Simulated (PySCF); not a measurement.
# GaH: energy against distance

Set-up: Ga cc-pVDZ-PP with ECP10, H cc-pVDZ; scalar-relativistic core potentials (PySCF 2.14). Energies in eV from Ga + H in their ground configurations at the same level. State: ¹Σ⁺ (singlet), closed shell.

All columns are M06-2X. A positive dipole means Ga(−)H(+).

```
R (Å)  E (eV)  μ (D)  Mulliken charge on Ga (basis-dependent)  HOMO (eV)  LUMO (eV)  Mayer bond order  ⟨S²⟩
1.457  -2.479   0.69                                     0.18      -6.63      -0.89              0.90  0.00
1.525  -2.671   0.41                                     0.17      -6.69      -0.90              0.91  0.00
1.592  -2.782   0.13                                     0.18      -6.75      -0.92              0.91  0.00
1.643  -2.823  -0.09                                     0.18      -6.78      -0.93              0.92  0.00
1.694  -2.835  -0.31                                     0.18      -6.80      -0.94              0.92  0.00
1.745  -2.823  -0.53                                     0.19      -6.81      -0.96              0.92  0.00
1.813  -2.778  -0.82                                     0.20      -6.82      -0.98              0.92  0.00
1.897  -2.685  -1.19                                     0.21      -6.81      -1.02              0.92  0.00
1.999  -2.537  -1.62                                     0.22      -6.76      -1.06              0.92  0.00
2.134  -2.299  -2.18                                     0.24      -6.66      -1.13              0.92  0.00
```

A fit through these points gives, at Re = 1.693 Å, μ = -0.30 D and dμ/dR = -4.34 D/Å; the reduced mass is 0.9933 u.

How strong is the fundamental in the double-harmonic approximation, I = 42.26·(dμ/dR)²/μred km/mol?

I = 42.26·(-4.34)²/0.9933 = 801 km/mol at M06-2X.
